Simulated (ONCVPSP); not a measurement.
## tungsten (W): ONCV pseudisation with LDA (Perdew-Wang 92), scalar-relativistic reference atom.

Input for ONCVPSP 4.0.1:

```
# ATOM AND REFERENCE CONFIGURATION
# atsym  z   nc   nv     iexc    psfile
  W 74.00   10    4  -001012      upf
#
#   n    l    f
    1    0    2.00
    2    0    2.00
    2    1    6.00
    3    0    2.00
    3    1    6.00
    3    2   10.00
    4    0    2.00
    4    1    6.00
    4    2   10.00
    4    3   14.00
    5    0    2.00
    5    1    6.00
    5    2    4.00
    6    0    2.00
#
# PSEUDOPOTENTIAL AND OPTIMIZATION
# lmax
    2
#
#   l,   rc,      ep,       ncon, nbas, qcut
    0    1.90    0.00    4    7    6.60
    1    1.25    0.00    4    8    6.70
    2    1.75    0.00    5    8    6.00
#
# LOCAL POTENTIAL
# lloc, lpopt,  rc(5),   dvloc0
    4    5    0.90    0.00
#
# VANDERBILT-KLEINMAN-BYLANDER PROJECTORs
# l, nproj, debl
    0    2    2.40
    1    3    2.20
    2    2    1.40
#
# MODEL CORE CHARGE
# icmod, fcfact, rcfact
    2    0.65    0.60
#
# LOG DERIVATIVE ANALYSIS
# epsh1, epsh2, depsh
   -4.00    5.00    0.02
#
# OUTPUT GRID
# rlmax, drl
    6.00    0.01
#
# TEST CONFIGURATIONS
# ncnf
    4
# nvcnf
#   n    l    f
    4
    5    0    2.00
    5    1    6.00
    5    2    4.00
    6    0    1.00
#
    4
    5    0    2.00
    5    1    6.00
    5    2    4.00
    6    0    0.00
#
    4
    5    0    2.00
    5    1    6.00
    5    2    3.00
    6    0    0.00
#
    4
    5    0    2.00
    5    1    6.00
    5    2    3.00
    6    0    2.00
#
```

Command:

```bash
oncvpsp.x < W.dat > W.out
```

Resulting log (shortened: citation, most of the input echo, consistency checks and plot data are left out):

```
ONCVPSP  (Optimized Norm-Conservinng Vanderbilt PSeudopotential)
scalar-relativistic version 4.0.1

#   n    l    f        energy (Ha)
    1    0    2.00    -2.5518624E+03
    2    0    2.00    -4.4048929E+02
    2    1    6.00    -3.8536175E+02
    3    0    2.00    -1.0142897E+02
    3    1    6.00    -8.5106989E+01
    3    2   10.00    -6.6304966E+01
    4    0    2.00    -2.0899572E+01
    4    1    6.00    -1.5543542E+01
    4    2   10.00    -8.7556669E+00
    4    3   14.00    -1.2296833E+00
    5    0    2.00    -2.9141510E+00
    5    1    6.00    -1.5944019E+00
    5    2    4.00    -1.7195933E-01
    6    0    2.00    -2.1693672E-01

Reference configufation results
  iterations    28
  all-electron total energy (Ha)   -1.61330958D+04

Begin loop to  construct optimized pseudo wave functions
and semi-local pseudopoentials for all angular momenta

Calculating optimized projector #   1

 for l=   0

    Fraction of norm inside rc  0.977615
    Optimizing pswf for qcut=   6.59 a_B^-1,  ecut=  21.72 Ha
    Residual kinetic energy error=  2.01D-06 Ha

    Energy error per electron        Cutoff
         Ha          eV             Ha
         0.01000     0.27211        9.64
         0.00100     0.02721       14.51
         0.00010     0.00272       17.66
         0.00001     0.00027       19.97

Calculating optimized projector #   2

 for l=   0

    Fraction of norm inside rc  0.099457
    Optimizing pswf for qcut=   6.59 a_B^-1,  ecut=  21.72 Ha
    Residual kinetic energy error=  7.87D-06 Ha

    Energy error per electron        Cutoff
         Ha          eV             Ha
         0.01000     0.27211        5.54
         0.00100     0.02721       14.36
         0.00010     0.00272       18.30
         0.00001     0.00027       21.67

   Wellstate for l =  1  n =  6
     eigenvalue =   0.6056
     asymptotic potential =   1.1056
     half-point radius =  2.7216

   Wellstate for l =  1  n =  7
     eigenvalue =   2.8056
     asymptotic potential =   3.3056
     half-point radius =  2.8264

Calculating optimized projector #   1

 for l=   1

    Fraction of norm inside rc  0.549679
    Optimizing pswf for qcut=   6.71 a_B^-1,  ecut=  22.52 Ha
    Residual kinetic energy error=  5.15D-03 Ha

    Energy error per electron        Cutoff
         Ha          eV             Ha
         0.01000     0.27211       19.74
         0.00100     0.02721       70.92
         0.00010     0.00272      127.39
         0.00001     0.00027      162.38

Calculating optimized projector #   2

 for l=   1

    Fraction of norm inside rc  0.097920
    Optimizing pswf for qcut=   6.71 a_B^-1,  ecut=  22.52 Ha
    Residual kinetic energy error=  2.34D-03 Ha

    Energy error per electron        Cutoff
         Ha          eV             Ha
         0.01000     0.27211       16.28
         0.00100     0.02721       26.48
         0.00010     0.00272       83.82
         0.00001     0.00027      170.84

Calculating optimized projector #   3

 for l=   1

    Fraction of norm inside rc  0.061168
    Optimizing pswf for qcut=   6.71 a_B^-1,  ecut=  22.52 Ha
    Residual kinetic energy error=  4.08D-03 Ha

    Energy error per electron        Cutoff
         Ha          eV             Ha
         0.01000     0.27211       18.61
         0.00100     0.02721       38.71
         0.00010     0.00272       99.97
         0.00001     0.00027      177.78

   Wellstate for l =  2  n =  6
     eigenvalue =   1.2280
     asymptotic potential =   1.7280
     half-point radius =  3.1484

Calculating optimized projector #   1

 for l=   2

    Fraction of norm inside rc  0.442359
    Optimizing pswf for qcut=   6.00 a_B^-1,  ecut=  17.97 Ha
    Residual kinetic energy error=  4.78D-05 Ha

    Energy error per electron        Cutoff
         Ha          eV             Ha
         0.01000     0.27211       10.68
         0.00100     0.02721       14.07
         0.00010     0.00272       17.03
         0.00001     0.00027       39.09

Calculating optimized projector #   2

 for l=   2

    Fraction of norm inside rc  0.204621
    Optimizing pswf for qcut=   6.00 a_B^-1,  ecut=  17.97 Ha
    Residual kinetic energy error=  1.00D-04 Ha

    Energy error per electron        Cutoff
         Ha          eV             Ha
         0.01000     0.27211       11.75
         0.00100     0.02721       15.26
         0.00010     0.00272       17.99
         0.00001     0.00027       28.46

Construct Vanderbilt / Kleinmman-Bylander projectors

B matrix Hermiticity error, ll=   0
   1   2    3.6211E-04

  Orthonormal projector coefficients  1.9075E+01  1.9237E+00

B matrix Hermiticity error, ll=   1
   1   2    3.8925E-04
   1   3   -7.2420E-04
   2   3    1.8891E-04

  Orthonormal projector coefficients  4.0521E+02  1.7638E+01  2.7877E+00

B matrix Hermiticity error, ll=   2
   1   2    1.6847E-04

  Orthonormal projector coefficients  9.2377E+00  7.8200E-01

Model core correction analysis
  based on d2Exc/dn_idn_j

d2excae - all-electron derivatives

   -2.560138D-02   -2.272557D-02   -1.045597D-02   -1.923701D-03
   -2.272557D-02   -2.279971D-02   -1.361850D-02   -3.194015D-03
   -1.045600D-02   -1.361849D-02   -1.656103D-02   -1.242846D-02
   -1.923691D-03   -3.193904D-03   -1.242676D-02   -2.159766D-02

d2excps - pseudofunction derivatives with no core correction

   -5.173223D-02   -3.396273D-02   -1.334021D-02   -4.117819D-03
   -3.396427D-02   -3.248641D-02   -1.700765D-02   -3.958810D-03
   -1.334068D-02   -1.700788D-02   -1.806102D-02   -1.272976D-02
   -4.118586D-03   -3.958740D-03   -1.272806D-02   -2.188649D-02

rms 2nd derivative error    8.224076E-03

amplitude prefactor, scale prefactor
   11.7866    1.1713

d2excps - pseudofunction derivatives with core correction

   -2.455406D-02   -2.191729D-02   -1.034537D-02   -2.017201D-03
   -2.191715D-02   -2.449014D-02   -1.466738D-02   -3.201640D-03
   -1.034534D-02   -1.466739D-02   -1.729305D-02   -1.256625D-02
   -2.017184D-03   -3.201527D-03   -1.256455D-02   -2.170982D-02

rms 2nd derivative error    7.110772E-04

Pseudoatom total energy  -68.850683

Diagnostic tests using Vanderbilt-Kleinman-Bylander pseudopotentials
  1 or more projectors used as specified by nproj input data

   l    rcore       rmatch      e in        delta e   norm test  slope test

   0   1.9067855   1.9646796  -2.9141510   0.0000069   1.0003368   1.0003199
   0   1.9067855   1.9646796  -0.2169367   0.0000023   1.0000283   1.0000208

   1   1.2544206   1.2925075  -1.5944019  -0.0000220   1.0001699   1.0002119
   1   1.2544206   1.2925075   0.6055981   0.0000049   1.0004575   1.0004575
   1   1.2544206   1.2925075   2.8055981   0.0000166   1.0006488   1.0006488

   2   1.7535983   1.8068413  -0.1719593   0.0000024   1.0000641   1.0000751
   2   1.7535983   1.8068413   1.2280407   0.0000039   1.0002860   1.0002860

 Testing for bound ghosts
   n   l    E NL Schr. Eq   E Basis Diag.   E Cutoff

       0                       -4.078464     52.60  WARNING - GHOST(-)
   1   0       -2.914144       -2.914120     52.60
   2   0       -0.216934       -0.193213     52.60

   2   1       -1.594424       -1.593343    250.66

   3   2       -0.171957       -0.163833    111.79

 Testing for highly-localized positive-energy ghosts
       l    <radius>/rc     E Basis Diag.   E Cutoff

       1        0.490242       11.342674    250.66  WARNING - GHOST(+)

       1        0.533394      519.885253    250.66  WARNING - GHOST(+)

Test configuration 0

   n   l     f        eae           eps        diff
   1   0  2.0000-2551.86243203
   2   0  2.0000 -440.48929288
   2   1  6.0000 -385.36174998
   3   0  2.0000 -101.42896722
   3   1  6.0000  -85.10698897
   3   2 10.0000  -66.30496575
   4   0  2.0000  -20.89957174
   4   1  6.0000  -15.54354244
   4   2 10.0000   -8.75566686
   4   3 14.0000   -1.22968332
   5   0  2.0000   -2.91415101   -2.91414408    6.93D-06
   5   1  6.0000   -1.59440194   -1.59442394   -2.20D-05
   5   2  4.0000   -0.17195933   -0.17195689    2.44D-06
   6   0  2.0000   -0.21693672   -0.21693446    2.26D-06

    Total energies and differences
      AE_ref= -1.61330958D+04  AE_tst= -1.61330958D+04  dif=  0.00D+00
      PS_ref= -6.88506832D+01  PS_tst= -6.88506832D+01  dif=  7.11D-14
      PSP excitation error= -7.11D-14

Test configuration 1

   n   l     f        eae           eps        diff
   1   0  2.0000-2552.14244452
   2   0  2.0000 -440.76739100
   2   1  6.0000 -385.63991795
   3   0  2.0000 -101.70726924
   3   1  6.0000  -85.38529202
   3   2 10.0000  -66.58312830
   4   0  2.0000  -21.17796169
   4   1  6.0000  -15.82191042
   4   2 10.0000   -9.03394633
   4   3 14.0000   -1.50789877
   5   0  2.0000   -3.19235190   -3.19433708   -1.99D-03
   5   1  6.0000   -1.87300341   -1.87335510   -3.52D-04
   5   2  4.0000   -0.44082075   -0.44070675    1.14D-04
   6   0  1.0000   -0.45856944   -0.45868198   -1.13D-04

    Total energies and differences
      AE_ref= -1.61330958D+04  AE_tst= -1.61327604D+04  dif=  3.35D-01
      PS_ref= -6.88506832D+01  PS_tst= -6.85151730D+01  dif=  3.36D-01
      PSP excitation error= -1.62D-04

Test configuration 2

   n   l     f        eae           eps        diff
   1   0  2.0000-2552.46365723
   2   0  2.0000 -441.08599442
   2   1  6.0000 -385.95862691
   3   0  2.0000 -102.02578329
   3   1  6.0000  -85.70380993
   3   2 10.0000  -66.90150957
   4   0  2.0000  -21.49653297
   4   1  6.0000  -16.14046013
   4   2 10.0000   -9.35238171
   4   3 14.0000   -1.82609655
   5   0  2.0000   -3.50978930   -3.51494203   -5.15D-03
   5   1  6.0000   -2.18986553   -2.19092367   -1.06D-03
   5   2  4.0000   -0.74222097   -0.74202838    1.93D-04

    Total energies and differences
      AE_ref= -1.61330958D+04  AE_tst= -1.61321718D+04  dif=  9.24D-01
      PS_ref= -6.88506832D+01  PS_tst= -6.79260983D+01  dif=  9.25D-01
      PSP excitation error= -5.69D-04

Test configuration 3

   n   l     f        eae           eps        diff
   1   0  2.0000-2552.94277433
   2   0  2.0000 -441.56686801
   2   1  6.0000 -386.43950989
   3   0  2.0000 -102.50362419
   3   1  6.0000  -86.18166909
   3   2 10.0000  -67.37992227
   4   0  2.0000  -21.97398037
   4   1  6.0000  -16.61801581
   4   2 10.0000   -9.83008685
   4   3 14.0000   -2.30264271
   5   0  2.0000   -3.98028780   -3.98803370   -7.75D-03
   5   1  6.0000   -2.65040566   -2.65317290   -2.77D-03
   5   2  3.0000   -1.15529918   -1.15562527   -3.26D-04

    Total energies and differences
      AE_ref= -1.61330958D+04  AE_tst= -1.61312271D+04  dif=  1.87D+00
      PS_ref= -6.88506832D+01  PS_tst= -6.69812861D+01  dif=  1.87D+00
      PSP excitation error= -7.37D-04

Test configuration 4

   n   l     f        eae           eps        diff
   1   0  2.0000-2552.24091488
   2   0  2.0000 -440.87024707
   2   1  6.0000 -385.74263841
   3   0  2.0000 -101.80833938
   3   1  6.0000  -85.48636829
   3   2 10.0000  -66.68472385
   4   0  2.0000  -21.27887519
   4   1  6.0000  -15.92294536
   4   2 10.0000   -9.13524955
   4   3 14.0000   -1.60876843
   5   0  2.0000   -3.29039820   -3.29035402    4.42D-05
   5   1  6.0000   -1.96448909   -1.96524199   -7.53D-04
   5   2  3.0000   -0.50526775   -0.50560314   -3.35D-04
   6   0  2.0000   -0.49188649   -0.49176632    1.20D-04

    Total energies and differences
      AE_ref= -1.61330958D+04  AE_tst= -1.61327629D+04  dif=  3.33D-01
      PS_ref= -6.88506832D+01  PS_tst= -6.85176742D+01  dif=  3.33D-01
      PSP excitation error= -1.21D-04
```

Note: ghosts flagged at negative energy: s at -111.0 eV; GHOST(+) flagged for p at 308.6 eV. A true bound ghost makes a file unfit for plane-wave use.

The run took about 4.1 s on one core of a shared server CPU.
